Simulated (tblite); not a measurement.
Species: C₆H₇N₂ (charge -1).
Atom-mapped SMILES: `[CH2:1]=[C:2]([CH3:3])[c:4]1[cH:5][n:6][n-:7][cH:8]1` (hydrogens: H9, H10 on C1; H11, H12, H13 on C3; H14 on C5; H15 on C8)
Bond orders are those of one Lewis drawing.

Computed with GFN2-xTB (tblite), gas phase: nudged elastic band of 9 images (0 to 8), spring 0.2 eV/Å², climbing image at the end, force threshold 0.05 eV/Å. The top image wasn't refined or checked by frequencies; at this threshold it can lie a kcal/mol or more above the true saddle point of the method.

The band describes a rotation about C4–C2 (substituted aromatic carbon, fully substituted alkene carbon), followed by the dihedral C8–C4–C2–C3, from the optimised start (180°) to a second optimised geometry at 0°.

**Question.** How does the energy change from image to image?

**Answer.** 
```
image  dihedral (°)  E (kcal/mol)  C4–C2 (Å)  C8···C3 (Å)  largest true force (eV/Å)
    0           180          0.00      1.435         3.87                       0.01
    1          -156          0.67      1.438         3.84                       0.05
    2          -134          2.43      1.446         3.76                       0.06
    3          -111          4.59      1.456         3.63                       0.06
    4           -87          5.48      1.461         3.46                       0.04
    5           -64          4.24      1.455         3.29                       0.06
    6           -42          2.06      1.444         3.14                       0.06
    7           -20          0.51      1.437         3.05                       0.04
    8             0          0.00      1.435         3.00                       0.01
```

Barriers of this band. The top is image 4 at -87°: 5.5 kcal/mol in either direction, as the ends lie within 0.002 eV of each other. The central bond is 0.026 Å longer at the top than at the start.

**Question.** What rate follows at 200 K for crossing this barrier forward?

**Answer.** Taking the electronic barrier for the free energy of activation (no zero-point or entropy terms, transmission 1), rate = (kT/h)·exp(−ΔE/kT) ≈ 4 × 10^6 s⁻¹, whose inverse is 2 × 10^-7 s. An error of 1 kcal/mol in the barrier changes this by a factor of 12, and the method and the loose band can each miss by that much or more.

**Question.** How long is the path, and how are the images spaced?

**Answer.** Cartesian distances between aligned neighbours (all atoms, Å): 1.14, 1.08, 1.07, 1.07, 1.07, 1.07, 1.06, 1.02; the sum is 8.58 Å, and the top lies 51 % of the way along.

The cost below is that of the whole band run. The run took about 6 s of CPU time (one thread, shared machine).
